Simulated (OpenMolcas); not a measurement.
Ti3+ (d1) among equal point charges was computed by CASSCF with the d shell active (OpenMolcas, ANO-RCC-VDZP on the metal). Its lowest spin-free states, and all those of the highest spin:

```json
{"2S+1": "2", "Degeneracy": "2", "E (cm-1)": "0.0"}
{"2S+1": "2", "Degeneracy": "2", "E (cm-1)": "8166"}
{"2S+1": "2", "Degeneracy": "1", "E (cm-1)": "13726"}
```

Question: Is the site octahedral, tetrahedral or cube-like, axial, or of lower symmetry?

Answer: The states with 2S+1 = 2 have orbital degeneracies 2, 2, 1. There are pairs but no triples, so the site is axial: not cubic, but with a proper or improper axis of order three or more. The run had Ti3+ among 2 point charges of -1 e arranged as a linear pair (D∞h), 1.68 Å from the ion.

Point charges carry no covalency, so the field is a model and not that of real ligands. No measured value stands beside these numbers.
